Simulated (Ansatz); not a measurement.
Mulliken charges of `CC(Cl)B(F)F` from ωB97M-V/def2-TZVPP in Ansatz (PBE0-D4/def2-TZVP geometry).

| atom | x (Å) | y (Å) | z (Å) | charge (e) |
| --- | --- | --- | --- | --- |
| C1 | 0.313 | -1.190 | -0.191 | -0.288 |
| C2 | 0.411 | 0.246 | 0.260 | -0.069 |
| Cl3 | 1.499 | 1.187 | -0.846 | -0.115 |
| B4 | -0.906 | 1.100 | 0.172 | 0.445 |
| F5 | -1.831 | 0.838 | -0.731 | -0.231 |
| F6 | -1.126 | 2.111 | 0.988 | -0.226 |
| H7 | -0.128 | -1.261 | -1.186 | 0.123 |
| H8 | -0.321 | -1.749 | 0.504 | 0.102 |
| H9 | 1.297 | -1.663 | -0.211 | 0.121 |
| H10 | 0.875 | 0.329 | 1.244 | 0.138 |

Task: By hand: the dipole of these point charges (1 e Å = 4.8032 D).

Result: Σ q r = (0.213, -0.481, 0.208) e Å, of length 0.566 e Å = 2.72 D.

Task: How does the dipole of the full density compare? (An estimate is asked.)

Result: Computed: (0.044, -0.402, 0.218) e Å, 2.21 D; the point charges give 1.23 times that, at 17° from its direction.

Point charges leave out the atoms' own dipoles, such as those of lone pairs, and Mulliken's split depends on the basis, so the two needn't agree.
